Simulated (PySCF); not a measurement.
H5Sb, SMILES [SbH5].

Coordinates come from a r2SCAN-D4/def2-TZVP optimisation. The def2 effective core potentials stand for the cores of Sb; spin–orbit coupling is left out.

Method: PBE0/def2-TZVPD (PySCF).

Symmetry labels are those of the subgroup C2v that the program uses (full group D3h).

Computed valence orbital energies around the gap with their symmetry:
```
orbital  symmetry  energy (eV)
-------  --------  -----------
HOMO−7         A1       -36.73
HOMO−6         A2       -36.66
HOMO−5         B2       -36.66
HOMO−4         A1       -17.24
HOMO−3         B1       -10.75
HOMO−2         A1       -10.75
HOMO−1         B2       -10.48
HOMO           A1        -6.36
LUMO           A1        -1.02
LUMO+1         B1         0.02
LUMO+2         A1         0.02
LUMO+3         B2         1.67
```
